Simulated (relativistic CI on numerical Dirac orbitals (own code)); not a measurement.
**Electric-dipole lines of Ho21+**

Calculated at this level of theory: Dirac-Coulomb-Breit CI, orbitals from a KLI potential per configuration, QED by a radiative potential, unscaled Slater integrals (own radial code, finite nucleus).

Configuration list (outside the closed core [Ar] 3d10): 4s2 4p6 4d10, 4s2 4p6 4d9 4f, 4s2 4p5 4d10 4f, 4s2 4p6 4d9 5s, 4s 4p6 4d10 4f, 4s2 4p6 4d9 5p, 4s2 4p6 4d9 5d, 4s2 4p5 4d10 5s, 4p6 4d10 4f2, 4p6 4d9 4f3, 4p5 4d10 4f3, 4p6 4d9 4f2 5s, 4p6 4d9 4f2 5p, 4p6 4d9 4f2 5d. Double excitations out of closed p, d and f shells are left out; levels of such configurations are missing from the list, as are those of other unlisted configurations, and high levels can miss mixing partners. These lack a partner that the ground configuration has and come out too high: 4s2 4p5 4d10 5s.

```csv
λ vac (nm),Lower,Upper,A (s⁻¹),log gf,S velocity/length
3.2168,4s2 4p6 4d10 1S_0 [1],4s2 4p5 4d10 5s 1P°_1 [69],9.13e+11,-0.37,0.90
4.4813,4s2 4p6 4d10 1S_0 [1],4s2 4p6 4d9 5p 1P°_1 [31],7.24e+11,-0.18,0.99
5.9002,4s2 4p6 4d10 1S_0 [1],4s2 4p6 4d9 4f 1P°_1 [21],5.16e+12,0.91,0.63
6.3538,4s2 4p6 4d9 4f 1D°_2 [15],4s2 4p5 4d10 4f 3D_3 [65],2.88e+11,0.09,0.83
6.4036,4s2 4p6 4d9 4f 1H°_5 [17],4s2 4p5 4d10 4f 3G_4 [66],7.48e+11,0.62,0.84
6.4042,4s2 4p6 4d9 5s 3D_2 [25],4s2 4p5 4d10 5s 3P°_1 [71],1.23e+12,0.35,0.78
6.4173,4s2 4p6 4d9 4f 3H°_4 [14],4s2 4p5 4d10 4f 3G_3 [64],6.91e+11,0.48,0.85
6.4942,4s2 4p6 4d9 4f 3G°_3 [18],4s2 4p5 4d10 4f 3D_3 [65],2.77e+11,0.09,0.87
6.4988,4s2 4p6 4d9 4f 3G°_4 [19],4s2 4p5 4d10 4f 3G_4 [66],3.64e+11,0.32,0.88
6.5401,4s2 4p6 4d9 4f 3G°_4 [19],4s2 4p5 4d10 4f 3D_3 [65],3.53e+11,0.20,0.84
7.1828,4s2 4p6 4d9 4f 3H°_6 [6],4s2 4p6 4d9 5d 3G_5 [51],7.89e+10,-0.17,0.90
7.2767,4s2 4p6 4d9 4f 3H°_5 [5],4s2 4p6 4d9 5d 3G_4 [47],8.31e+10,-0.23,0.90
7.5951,4s2 4p6 4d9 4f 3F°_2 [7],4s2 4p5 4d10 4f 1D_2 [45],2.60e+11,0.05,0.78
7.7554,4s2 4p6 4d9 4f 3P°_2 [4],4s2 4p5 4d10 4f 3F_3 [42],1.32e+11,-0.08,0.78
7.7764,4s2 4p6 4d9 4f 3P°_1 [3],4s2 4p5 4d10 4f 3D_2 [39],1.49e+11,-0.17,0.78
7.8542,4s2 4p6 4d9 4f 3F°_4 [10],4s2 4p5 4d10 4f 3F_4 [44],2.01e+11,0.22,0.84
7.8983,4s2 4p6 4d9 4f 3P°_1 [3],4s2 4p5 4d10 4f 3D_1 [38],2.06e+11,-0.24,0.82
7.9046,4s2 4p6 4d9 5s 1D_2 [23],4s2 4p5 4d10 5s 1P°_1 [69],7.51e+11,0.32,0.74
7.9145,4s2 4p6 4d9 4f 3P°_2 [4],4s2 4p5 4d10 4f 3D_2 [39],1.87e+11,-0.06,0.83
7.9151,4s2 4p6 4d9 4f 3G°_4 [9],4s2 4p5 4d10 4f 1F_3 [43],2.22e+11,0.16,0.83
7.9179,4s2 4p6 4d9 4f 3H°_5 [5],4s2 4p5 4d10 4f 3G_4 [41],5.67e+11,0.68,0.82
7.9205,4s2 4p6 4d9 5s 3D_3 [22],4s2 4p5 4d10 5s 3P°_2 [68],7.33e+11,0.54,0.72
7.9313,4s2 4p6 4d9 4f 3G°_5 [11],4s2 4p5 4d10 4f 3F_4 [44],4.33e+11,0.57,0.82
7.9418,4s2 4p6 4d9 4f 3H°_6 [6],4s2 4p5 4d10 4f 3G_5 [40],5.60e+11,0.77,0.82
7.9505,4s2 4p6 4d9 4f 3F°_3 [8],4s2 4p5 4d10 4f 3F_3 [42],1.78e+11,0.07,0.86
7.9729,4s2 4p6 4d9 4f 3F°_4 [10],4s2 4p5 4d10 4f 1F_3 [43],1.86e+11,0.09,0.81
7.9836,4s2 4p6 4d9 4f 3G°_4 [9],4s2 4p5 4d10 4f 3F_3 [42],2.41e+11,0.21,0.82
8.0955,4s2 4p6 4d9 4f 3D°_3 [13],4s2 4p5 4d10 4f 1F_3 [43],1.59e+11,0.04,0.86
8.1178,4s2 4p6 4d9 4f 3F°_3 [8],4s2 4p5 4d10 4f 3D_2 [39],2.56e+11,0.10,0.82
8.2242,4s2 4p6 4d9 4f 3G°_5 [11],4s2 4p5 4d10 4f 3G_5 [40],8.02e+10,-0.05,0.89
9.2289,4s2 4p5 4d10 4f 3G_5 [40],4s 4p6 4d10 4f 3F°_4 [74],2.66e+11,0.49,0.89
17.641,4s2 4p6 4d9 5p 3P°_2 [26],4s2 4p6 4d9 5d 3D_2 [48],9.34e+10,0.34,0.95
17.664,4s2 4p6 4d9 5p 3F°_3 [27],4s2 4p6 4d9 5d 3F_3 [49],6.26e+10,0.31,0.95
17.919,4s2 4p6 4d9 5p 3F°_2 [28],4s2 4p6 4d9 5d 3G_3 [57],1.08e+11,0.56,1.00
18.011,4s2 4p6 4d9 5p 3F°_3 [27],4s2 4p6 4d9 5d 3G_4 [47],1.14e+11,0.70,1.01
18.269,4s2 4p6 4d9 5p 3P°_2 [26],4s2 4p6 4d9 5d 3S_1 [46],1.07e+11,0.20,1.01
21.421,4s2 4p6 4d9 5p 1D°_2 [32],4s2 4p6 4d9 5d 3D_3 [52],4.43e+10,0.33,0.98
21.578,4s2 4p6 4d9 5p 3D°_2 [37],4s2 4p6 4d9 5d 3F_3 [62],6.32e+10,0.49,0.99
21.584,4s2 4p6 4d9 5p 3F°_4 [30],4s2 4p6 4d9 5d 3G_5 [51],8.29e+10,0.80,0.99
21.640,4s2 4p6 4d9 5p 3F°_3 [35],4s2 4p6 4d9 5d 3G_4 [60],8.24e+10,0.72,0.99
21.662,4s2 4p6 4d9 5p 3D°_3 [33],4s2 4p6 4d9 5d 3F_4 [54],5.90e+10,0.57,1.00
24.687,4s2 4p6 4d9 5s 3D_3 [22],4s2 4p6 4d9 5p 3D°_3 [33],2.34e+10,0.18,0.99
25.757,4s2 4p6 4d9 5s 1D_2 [23],4s2 4p6 4d9 5p 1D°_2 [32],2.95e+10,0.17,0.97
25.818,4s2 4p6 4d9 5s 3D_2 [25],4s2 4p6 4d9 5p 3F°_3 [35],3.55e+10,0.40,1.00
25.824,4s2 4p6 4d9 5s 3D_3 [22],4s2 4p6 4d9 5p 3F°_4 [30],3.60e+10,0.51,0.99
```

Terms are leading LS components. Brackets give the number of a level in order of energy, since labels repeat. The list gives strong lines, with weight on those to low levels, among the lowest 75 of 2548 levels, so that lines to higher ones, which can be the strongest, are missing. Levels whose partners in the same complex of configurations lie outside the list can be far off, and so can their lines. Rates are taken at the computed energies, electric ones in the length gauge. A velocity-to-length ratio far from 1 marks an uncertain rate.

At this charge energies of transitions that change n are usually good to better than 1 %, and those within a shell (Δn = 0) to a few per cent.

LS names give the leading component of a level, which can be under half, so a name can repeat, a term be missing and a line seem to break the LS rules.
